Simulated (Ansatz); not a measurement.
System: C$_{3}$HFNS (charge 0, doublet). It need not be the lowest isomer of its formula. 
Coordinates optimised at B3LYP-D3(BJ)/def2-TZVP (Ansatz, a quantum-chemistry and plane-wave program):
```xyz
7

F     -1.9637    -1.2448     0.1217
C     -0.8425    -0.5438     0.0521
C     -0.7321     0.8028     0.0625
S      0.8956     1.3076    -0.0455
C      1.3397    -0.3647    -0.0994
N      0.3402    -1.2014    -0.0402
H      2.3716    -0.6731    -0.1764
```
Charge 0, spin multiplicity 2.

Total electronic energies in hartree. Valence correlation only, unless marked. Open shells are spin-unrestricted. No spin-orbit coupling. No relativistic terms. Basis-set limits of correlation are two-point, X^-3; Hartree-Fock from the larger set. The bracket is a focal-point correction in the basis named.

The UHF reference is spin-contaminated (<S^2> 0.39 over the pure value in the largest basis). 

| level | program | energy (Eh) |
|---|---|---|
| PBE0/def2-SVP | Ansatz | -666.83509 |
| PBE0-D3(BJ)/def2-TZVP | Ansatz + dftd3 | -667.29175 |
| HSE06-D4/def2-TZVPD | Ansatz + dftd4 | ? |
| CAM-B3LYP/def2-TZVPD | Ansatz | -667.61280 |
| wB97M-V/def2-TZVPD | Ansatz | -667.61821 |
| MP2/STO-3G | Ansatz | -657.87134 |
| MP2/cc-pV(D+d)Z | Ansatz | -666.32987 |
| MP2/cc-pVTZ | Ansatz | -666.63134 |
| SCS-MP2/cc-pV(T+d)Z | Ansatz | -666.60050 |
| CCSD/cc-pV(T+d)Z | Ansatz | -666.67187 |
| CCSD(T)/cc-pVTZ | Ansatz | -666.72370 |
| CCSD(T)/cc-pwCVTZ | Ansatz | -666.74787 |
| CCSD(T)/cc-pV(Q+d)Z | Ansatz | -666.82554 |
| RI-MP2/CBS(cc-pV(T+d)Z,cc-pV(Q+d)Z)+[CCSD(T)-MP2]/cc-pV(Q+d)Z | Ansatz | -666.8828 |
| CCSD(T)/CBS(cc-pV(T+d)Z,cc-pV(Q+d)Z) | Ansatz | -666.8803 |

### Question
Fill in the missing entries.

### Answer

- HSE06-D4/def2-TZVPD, energy (Eh): -667.27356
